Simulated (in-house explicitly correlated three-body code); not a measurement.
Results of a calculation; reference values are marked as such.
## Two electrons around a charge Z: errors of exchange and correlation functionals on the exact density

The exact non-relativistic ground state comes from a variational code in 260 exponentially correlated functions, the Kohn-Sham parts from inverting its density (past Z = 6 the correlation energy is taken as exact minus Hartree-Fock, equal to within microhartrees), and self-consistent runs (Hartree-Fock is restricted) from a B-spline radial code. Z may be fractional; the second electron is bound down to Z = 0.911.

Each entry is functional minus exact.

```csv
Z,PW91 x (mEh),PW91 c (mEh),M06-L x (mEh),M06-L c (mEh),PBEsol x (mEh),PBEsol c (mEh)
2.2,+10.86,-4.49,-13.55,+1.37,+65.46,-11.07
2.38,?,?,?,?,?,?
2.56,+15.26,-5.78,-15.90,-0.09,+80.04,-12.14
2.72,+17.17,-6.27,-16.96,-0.69,+86.49,-12.51
2.82,+18.36,-6.55,-17.63,-1.05,+90.51,-12.72
3.14,?,?,?,?,?,?
3.16,+22.36,-7.44,-19.93,-2.20,+104.1,-13.33
3.52,+26.55,-8.26,-22.38,-3.32,+118.5,-13.83
3.64,+27.94,-8.51,-23.21,-3.67,+123.3,-13.97
4,+32.09,-9.21,-25.69,-4.68,+137.7,-14.35
4.1,+33.24,-9.39,-26.38,-4.95,+141.6,-14.44
4.3,+35.53,-9.74,-27.77,-5.46,+149.6,-14.60
```

Problem. What belongs in the row Z = 3.14?

Solution. PW91 x (mEh): +22.12; PW91 c (mEh): -7.39; M06-L x (mEh): -19.79; M06-L c (mEh): -2.14; PBEsol x (mEh): +103.3; PBEsol c (mEh): -13.30.

Problem. What belongs in the row Z = 2.38?

Solution. PW91 x (mEh): +13.07; PW91 c (mEh): -5.17; M06-L x (mEh): -14.71; M06-L c (mEh): +0.61; PBEsol x (mEh): +72.77; PBEsol c (mEh): -11.65.

Problem. How do the exchange errors scale with Z?

Solution. PW91 -0.94 % in the size of E_x at Z = 2.2 and -1.44 % at 4.3; M06-L +1.18 % in the size of E_x at Z = 2.2 and +1.13 % at 4.3; PBEsol -5.69 % in the size of E_x at Z = 2.2 and -6.07 % at 4.3. Exchange scales linearly under uniform scaling of the density, so its relative error changes only with the density's shape.
